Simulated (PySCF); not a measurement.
diiodomethane (CH2I2), singlet, geometry from GFN2-xTB (core potentials on I); DF-PBE/def2-SV(P) run with PySCF.

The PySCF input:
```python
from pyscf import gto, scf, dft

mol = gto.M(
    atom='''
I    -1.80131757    0.10352545    0.01056948
C    -0.00641288   -1.07119395    0.02814670
I     1.80242387    0.08126803   -0.01542511
H    -0.00348778   -1.66000468    0.93782473
H    -0.01666866   -1.70688575   -0.84935629
''',
    basis='def2-sv(p)',
    ecp={'I': 'def2-sv(p)'},
    verbose=4,
)

mf = dft.RKS(mol)
mf.xc = 'pbe'
mf = mf.density_fit(auxbasis='def2-universal-jkfit')
mf.kernel()
```

It wrote (shortened):

```
PySCF version 2.14.0

[INPUT] verbose = 4
[INPUT] num. atoms = 5
[INPUT] num. electrons = 58
[INPUT] charge = 0
[INPUT] spin (= nelec alpha-beta = 2S) = 0
[INPUT] symmetry False subgroup None
[INPUT] Mole.unit = angstrom
[INPUT] Symbol           X                Y                Z      unit          X                Y                Z       unit  Magmom
[INPUT]  1 I     -1.801317570000   0.103525450000   0.010569480000 AA   -3.403996870667   0.195634747422   0.019973422479 Bohr   0.0
[INPUT]  2 C     -0.006412880000  -1.071193950000   0.028146700000 AA   -0.012118586870  -2.024263191791   0.053189554310 Bohr   0.0
[INPUT]  3 I      1.802423870000   0.081268030000  -0.015425110000 AA    3.406087474679   0.153574319383  -0.029149233341 Bohr   0.0
[INPUT]  4 H     -0.003487780000  -1.660004680000   0.937824730000 AA   -0.006590948983  -3.136954210696   1.772231892544 Bohr   0.0
[INPUT]  5 H     -0.016668660000  -1.706885750000  -0.849356290000 AA   -0.031499202263  -3.225546593423  -1.605050770277 Bohr   0.0

nuclear repulsion = 191.649430904225
number of shells = 30
number of NR pGTOs = 154
number of NR cGTOs = 70
basis = def2-sv(p)
ecp = {'I': 'def2-sv(p)'}

******** <class 'pyscf.df.df_jk.DFRKS'> ********
method = DFRKS
initial guess = minao
damping factor = 0
level_shift factor = 0
DIIS = <class 'pyscf.scf.diis.CDIIS'>
diis_start_cycle = 1
diis_space = 8
diis_damp = 0
SCF conv_tol = 1e-09
SCF conv_tol_grad = None
SCF max_cycles = 50
direct_scf = False
XC library pyscf.dft.libxc version 7.1.2
    S. Lehtola, C. Steigemann, M. J. T. Oliveira, and M. A. L. Marques,  SoftwareX 7, 1–5 (2018)
XC functionals = pbe
    J. P. Perdew, K. Burke, and M. Ernzerhof,  Phys. Rev. Lett. 77, 3865 (1996)
    J. P. Perdew, K. Burke, and M. Ernzerhof,  Phys. Rev. Lett. 78, 1396 (1997)
    J. P. Perdew, K. Burke, and M. Ernzerhof,  Phys. Rev. Lett. 77, 3865 (1996)
    J. P. Perdew, K. Burke, and M. Ernzerhof,  Phys. Rev. Lett. 78, 1396 (1997)
radial grids:
    Treutler-Ahlrichs [JCP 102, 346 (1995); DOI:10.1063/1.469408] (M4) radial grids

becke partition: Becke, JCP 88, 2547 (1988); DOI:10.1063/1.454033
pruning grids: <function nwchem_prune>
grids dens level: 3
symmetrized grids: False
atomic radii adjust function: <function treutler_atomic_radii_adjust>
small_rho_cutoff = 0
Set gradient conv threshold to 3.16228e-05
Initial guess from minao.
tot grids = 77656
init E= -572.512491160045
  HOMO = -1.18854216065061  LUMO = -1.09011646689389  gap/eV = 2.67830
cycle= 1 E= -631.096143540135  delta_E= -58.6  |g|= 4.56  |ddm|= 12.1
  HOMO = 0.0425746547047346  LUMO = 0.0659865688555961  gap/eV = 0.63707
cycle= 2 E= -625.7316164453  delta_E= 5.36  |g|= 5.31  |ddm|= 18.8
  HOMO = -0.00193289011358821  LUMO = 0.0730772521491296  gap/eV = 2.04113
cycle= 3 E= -632.774458982358  delta_E= -7.04  |g|= 2.04  |ddm|= 16.6
  HOMO = -0.270785472395213  LUMO = -0.180268915005376  gap/eV = 2.46308
cycle= 4 E= -633.832659825316  delta_E= -1.06  |g|= 1.62  |ddm|= 3.85
  HOMO = -0.199154574794337  LUMO = -0.0822057209492737  gap/eV = 3.18234
cycle= 5 E= -634.544950889559  delta_E= -0.712  |g|= 0.324  |ddm|= 1.57
  HOMO = -0.227968954107663  LUMO = -0.107800304986819  gap/eV = 3.26996
cycle= 6 E= -634.574033966809  delta_E= -0.0291  |g|= 0.171  |ddm|= 0.662
  HOMO = -0.225029455553565  LUMO = -0.0985255393642372  gap/eV = 3.44235
cycle= 7 E= -634.582498588957  delta_E= -0.00846  |g|= 0.0447  |ddm|= 0.274
  HOMO = -0.224650620227042  LUMO = -0.0974718916965731  gap/eV = 3.46071
cycle= 8 E= -634.583173916093  delta_E= -0.000675  |g|= 0.0104  |ddm|= 0.0714
  HOMO = -0.224967807038577  LUMO = -0.0975008387131329  gap/eV = 3.46855
cycle= 9 E= -634.583209976407  delta_E= -3.61e-05  |g|= 0.00121  |ddm|= 0.0139
  HOMO = -0.224964483236376  LUMO = -0.0973899849620032  gap/eV = 3.47148
cycle= 10 E= -634.583210376017  delta_E= -4e-07  |g|= 0.000324  |ddm|= 0.00155
  HOMO = -0.224950730741944  LUMO = -0.097382329677588  gap/eV = 3.47131
cycle= 11 E= -634.583210410838  delta_E= -3.48e-08  |g|= 3.01e-05  |ddm|= 0.00047
  HOMO = -0.22494875623567  LUMO = -0.0973823832310465  gap/eV = 3.47126
cycle= 12 E= -634.58321041119  delta_E= -3.52e-10  |g|= 2.82e-06  |ddm|= 5.5e-05
  HOMO = -0.224949419417977  LUMO = -0.0973825438611744  gap/eV = 3.47127
Extra cycle  E= -634.583210411179  delta_E= 1.11e-11  |g|= 6.1e-06  |ddm|= 1.26e-05
converged SCF energy = -634.583210411179
```
